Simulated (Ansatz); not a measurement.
Ansatz (an electronic-structure program) input (CCSD(T)/aug-cc-pVDZ):

Ansatz 0.2 input:
```yaml
crystal:
  periodic: [false, false, false]
  atoms:
    - {symbol: C, position_ang: [3.56713732, 0.17161654, -0.25031964]}
    - {symbol: C, position_ang: [2.31819419, -0.67435079, -0.02067219]}
    - {symbol: C, position_ang: [1.04642427, 0.16112607, 0.09984468]}
    - {symbol: C, position_ang: [-0.21329984, -0.68916289, 0.32664294]}
    - {symbol: C, position_ang: [-1.45011539, 0.12494386, 0.48854747]}
    - {symbol: C, position_ang: [-2.53880805, 0.07758743, -0.36090398]}
    - {symbol: C, position_ang: [-3.68407315, 0.83587256, -0.23615753]}
    - {symbol: H, position_ang: [3.48148479, 0.75705404, -1.16888211]}
    - {symbol: H, position_ang: [3.72385236, 0.87223271, 0.57340634]}
    - {symbol: H, position_ang: [4.46095786, -0.44938058, -0.33361089]}
    - {symbol: H, position_ang: [2.20269097, -1.38846775, -0.84256203]}
    - {symbol: H, position_ang: [2.44198156, -1.27368841, 0.88726655]}
    - {symbol: H, position_ang: [0.91293011, 0.76200736, -0.80505789]}
    - {symbol: H, position_ang: [1.15415630, 0.87234561, 0.92570588]}
    - {symbol: H, position_ang: [-0.05298617, -1.30119179, 1.22419724]}
    - {symbol: H, position_ang: [-0.33547414, -1.38729521, -0.50669226]}
    - {symbol: H, position_ang: [-1.47987787, 0.81737523, 1.32614079]}
    - {symbol: H, position_ang: [-2.48400714, -0.61815323, -1.19549702]}
    - {symbol: H, position_ang: [-3.79926587, 1.54579516, 0.57339649]}
    - {symbol: H, position_ang: [-4.49919896, 0.74557044, -0.93970176]}
basis:
  gaussian:
    orbitals: aug-cc-pVDZ
magnetization: {spin_polarized: true, initial_magnetization: 1}
correlation: {method: ccsd_t, electrons: outside_noble_gas}
output: {forces: true}
```

Output:

```
Functional definition: HF
integrals: 4.39 GiB planned
2759 factors; integrals over basis functions are off by at most 7.0e-4 eV
1.57 GiB of device memory are held for the factors and their scratch space
mean field: 2.36 GiB planned
mean field evaluation 1: about -7411.8882 eV, gradient 3.3e1 eV
mean field evaluation 2: about -7411.8949 eV, gradient 3.3e1 eV
mean field evaluation 4: about -7418.6649 eV, gradient 3.9e0 eV
mean field evaluation 8: about -7418.9329 eV, gradient 4.0e-1 eV
mean field evaluation 16: about -7418.6572 eV, gradient 3.9e0 eV
mean field evaluation 32: about -7413.7352 eV, gradient 2.0e0 eV
mean field -7418.93766102 eV, -272.6409303059 hartree, gradient 2.0e-6 eV, S^2 0.942352; 0 other end points of the search recorded, 0 dependent functions left out
7 core orbitals not correlated
reference -7418.93766102 eV, -272.6409303059 hartree; 21, 20 occupied and 250, 251 virtual orbitals, 2759 factors
densities: 47.80 GiB planned
second order -26.67140580 eV of doubles, -0.00000000 eV of singles
coupled cluster: 34.01 GiB planned
cycle   1  -28.32817354 eV  change    -1.7e0 eV  update   1.2e-1
cycle   2  -29.15552635 eV  change   -8.3e-1 eV  update   4.4e-2
cycle   3  -29.33960591 eV  change   -1.8e-1 eV  update   2.6e-2
cycle   4  -29.35521012 eV  change   -1.6e-2 eV  update   1.4e-2
cycle   5  -29.35505635 eV  change    1.5e-4 eV  update   5.2e-3
cycle   6  -29.35655169 eV  change   -1.5e-3 eV  update   1.8e-3
cycle   7  -29.35684271 eV  change   -2.9e-4 eV  update   5.4e-4
cycle   8  -29.35693069 eV  change   -8.8e-5 eV  update   2.3e-4
cycle   9  -29.35694611 eV  change   -1.5e-5 eV  update   9.3e-5
cycle  10  -29.35691266 eV  change    3.3e-5 eV  update   4.9e-5
cycle  11  -29.35694043 eV  change   -2.8e-5 eV  update   3.0e-5
cycle  12  -29.35694929 eV  change   -8.9e-6 eV  update   1.7e-5
cycle  13  -29.35695618 eV  change   -6.9e-6 eV  update   8.6e-6
cycle  14  -29.35695687 eV  change   -6.9e-7 eV  update   3.7e-6
cycle  15  -29.35695412 eV  change    2.7e-6 eV  update   1.5e-6
coupled cluster: 34.01 GiB planned
perturbative correction -1.04555101 eV, -0.0384232909 hartree
the calculation of the forces begins
1.57 GiB of device memory are held for the factors and their scratch space
Total energy: -7449.34016615 eV, -273.7582017618 hartree
Atom 0 at     3.567137     0.171617    -0.250320 Å, force    -0.063272    -0.013463     0.010490 eV/Å
Atom 1 at     2.318194    -0.674351    -0.020672 Å, force    -0.026535     0.028624    -0.000120 eV/Å
Atom 2 at     1.046424     0.161126     0.099845 Å, force    -0.044568    -0.072765    -0.004866 eV/Å
Atom 3 at    -0.213300    -0.689163     0.326643 Å, force     0.258103    -0.076299     0.007077 eV/Å
Atom 4 at    -1.450115     0.124944     0.488547 Å, force     0.368273     0.135743     0.384756 eV/Å
Atom 5 at    -2.538808     0.077587    -0.360904 Å, force     0.140202    -0.446236    -0.481602 eV/Å
Atom 6 at    -3.684073     0.835873    -0.236158 Å, force    -0.561510     0.392157     0.092434 eV/Å
Atom 7 at     3.481485     0.757054    -1.168882 Å, force    -0.050954     0.250899    -0.412998 eV/Å
Atom 8 at     3.723852     0.872233     0.573406 Å, force     0.058311     0.302449     0.375107 eV/Å
Atom 9 at     4.460958    -0.449381    -0.333611 Å, force     0.388092    -0.281523    -0.034881 eV/Å
Atom 10 at     2.202691    -1.388468    -0.842562 Å, force    -0.057078    -0.300006    -0.367648 eV/Å
Atom 11 at     2.441982    -1.273688     0.887267 Å, force     0.049926    -0.247934     0.405513 eV/Å
Atom 12 at     0.912930     0.762007    -0.805058 Å, force    -0.062375     0.264252    -0.421805 eV/Å
Atom 13 at     1.154156     0.872346     0.925706 Å, force     0.046166     0.308655     0.384658 eV/Å
Atom 14 at    -0.052986    -1.301192     1.224197 Å, force     0.060822    -0.249299     0.374089 eV/Å
Atom 15 at    -0.335474    -1.387295    -0.506692 Å, force    -0.057690    -0.301949    -0.389173 eV/Å
Atom 16 at    -1.479878     0.817375     1.326141 Å, force    -0.026733     0.333738     0.407414 eV/Å
Atom 17 at    -2.484007    -0.618153    -1.195497 Å, force     0.019412    -0.320747    -0.379695 eV/Å
Atom 18 at    -3.799266     1.545795     0.573396 Å, force    -0.047473     0.338611     0.392193 eV/Å
Atom 19 at    -4.499199     0.745570    -0.939702 Å, force    -0.391117    -0.044907    -0.340943 eV/Å
Dipole moment:     0.111281    -0.037843     0.011128 e Å
```

It need not be the lowest isomer of its formula.

The determinant is spin-contaminated: <S^2> is 0.94 against 0.75 for a pure state.
